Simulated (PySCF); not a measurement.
Polarisability and C₆ of Zr²⁺ (zirconium, charge +2)

[Kr] 4d2, high-spin 3F determinant. Computed with PySCF 2.14 in dyall-av2z, with no relativity, point nucleus. Coupled (time-dependent) response in atomic units; α is the mean over directions. A double-zeta set is small for polarisabilities.

```json
{"method": "PBE0", "mean α (bohr³)": "11.27", "C₆ (like pair)": "55.73", "S(−4)": "78.67"}
```

S(−4) is the Cauchy moment in α(ω) = α(0) + S(−4) ω² + …

Spin-orbit coupling is absent.

α(iu) at PBE0:

```json
{"u (hartree)": "0", "α(iu) (bohr³)": "11.27"}
{"u (hartree)": "0.0500", "α(iu) (bohr³)": "11.08"}
{"u (hartree)": "0.100", "α(iu) (bohr³)": "10.58"}
{"u (hartree)": "0.200", "α(iu) (bohr³)": "9.200"}
{"u (hartree)": "0.300", "α(iu) (bohr³)": "7.913"}
{"u (hartree)": "0.500", "α(iu) (bohr³)": "6.051"}
{"u (hartree)": "0.750", "α(iu) (bohr³)": "4.561"}
{"u (hartree)": "1.00", "α(iu) (bohr³)": "3.561"}
{"u (hartree)": "1.50", "α(iu) (bohr³)": "2.311"}
{"u (hartree)": "2.00", "α(iu) (bohr³)": "1.592"}
{"u (hartree)": "3.00", "α(iu) (bohr³)": "0.8652"}
{"u (hartree)": "5.00", "α(iu) (bohr³)": "0.3658"}
```

A single London oscillator, α(iu) = α/(1 + u²/ω²), gives C₆ = (3/4) ω α². Matching the computed C₆ needs ω = 4 × 55.73 / (3 × 11.27²) = 0.585 hartree.

For an ion, C₆ is the dispersion term alone; charge-induced terms of lower order in 1/R come first.

A non-relativistic calculation at this Z misses sizeable relativistic shifts.
